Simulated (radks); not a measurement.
Task: All-electron atom: the bismuth ion Bi20+ in [Kr] 4d10 4f13.75 5s2 5p1 5f0.25 (fractional occupations, a model configuration). All-electron calculation, scalar-relativistic Kohn-Sham, MS2 meta-GGA, spin-polarised, spherical densities, finite nucleus; open shells are filled with parallel spins first (spin-orbit coupling, left out, can overturn this in heavy ions); meta-GGA in the generalised Kohn-Sham scheme; Fermi nuclear charge, rms radius 5.5211 fm. Program: a radial shooting solver on a logarithmic mesh with Libxc functionals. Some entries of the table are withheld. Estimate them.

orbital,occ.,eigenvalue (eV),<r> (bohr),<1/r> (bohr^-1)
1s up,1,-91164.42,0.01579,103.2
1s down,1,-91164.18,0.01579,103.2
2s up,1,-16785.11,0.06644,24.27
2s down,1,-16785.02,0.06644,24.27
2p up,3,-14426.25,0.06053,21.23
2p down,3,-14426.06,0.06053,21.23
3s up,1,-4411.709,0.1713,9.003
3s down,1,-4411.328,0.1713,9.003
3p up,3,-3735.584,0.1735,8.119
3p down,3,-3735.144,0.1735,8.120
3d up,5,-3057.635,0.1573,7.610
3d down,5,-3057.224,0.1573,7.610
4s up,1,-1367.760,0.3751,3.894
4s down,1,-1367.148,0.3752,3.892
4p up,3,-1144.422,0.3992,3.506
4p down,3,-1143.827,0.3992,3.505
4d up,5,-888.8626,0.4164,3.171
4d down,5,-888.1240,0.4161,3.172
4f up,7,-607.9402,0.4229,2.825
4f down,6.75,-606.9456,0.4222,2.828
5s up,1,-576.5385,0.7618,1.815
5s down,1,-573.3336,0.7609,1.819
5p up,1,(1),0.8257,1.643
5p down,0,(2),0.8255,1.645
5d up,0,-411.6682,0.9103,1.462
5d down,0,-408.3868,0.9110,1.461
6s up,0,(3),1.309,1.056
6s down,0,(4),1.309,1.056
5f up,0.25,-316.5502,1.032,1.262
5f down,0,-313.5440,1.034,1.258

Result: 
(1) 5p up eigenvalue (eV): -502.2166
(2) 5p down eigenvalue (eV): -498.8615
(3) 6s up eigenvalue (eV): -322.4895
(4) 6s down eigenvalue (eV): -320.0818
